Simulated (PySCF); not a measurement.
Structure with atom numbers: `[CH2:1]=[C:2]([CH3:3])[SiH:4]([CH3:5])[CH3:6]`. Each H is labelled by its parent atom. Ha(C1) is cis to C3; Hb(C1) is trans to C3.

Level of theory: shielding tensors at PBE0/pcSseg-1 (GIAO), geometry: GFN2-xTB, in PySCF 2.14 (fast rotation and ring inversion assumed for equivalent nuclei, non-relativistic Hamiltonian, a single conformation, in vacuum).

Chemical shifts δ = σref − σ; TMS for ¹³C, ¹H, ²⁹Si, all at this level.

| atoms | nucleus | count | Hirshfeld charge | δ (ppm) |
| --- | --- | --- | --- | --- |
| Ha(C1) | ¹H | 1 | 0.04 | ? |
| H(C3) | ¹H | 3 | 0.04 | 1.93 |
| C2 | ¹³C | 1 | -0.08 | ? |
| C1 | ¹³C | 1 | -0.11 | ? |
| H(Si4) | ¹H | 1 | -0.09 | 4.53 |
| C5/C6 | ¹³C | 2 | -0.22 | -3.2 |
| Si4 | ²⁹Si | 1 | 0.37 | -15.8 |
| C3 | ¹³C | 1 | -0.12 | 25.6 |
| H(C5)/H(C6) | ¹H | 6 | 0.04 | 0.15 |
| Hb(C1) | ¹H | 1 | 0.04 | 5.70 |

Task: Fill in the missing shifts.

Result: 
- C2: 155.1 ppm, fully substituted alkene carbon; the olefinic region
- C1: 133.2 ppm, terminal =CH2 carbon; as expected for a trigonal carbon in a double bond
- Ha(C1): 5.92 ppm, hydrogen on a terminal =CH2 carbon; attached to an sp2 carbon and in the plane of the double bond

Shifts are as computed. Against solution values, carbons near 30 ppm lie about +3 ppm off and those near 130 ppm about +5 ppm. Of 1309 compounds with measured shifts, 239 miss one by over three times the rms of a fit or turn the order of signals round; such compounds aren't used in these exercises.
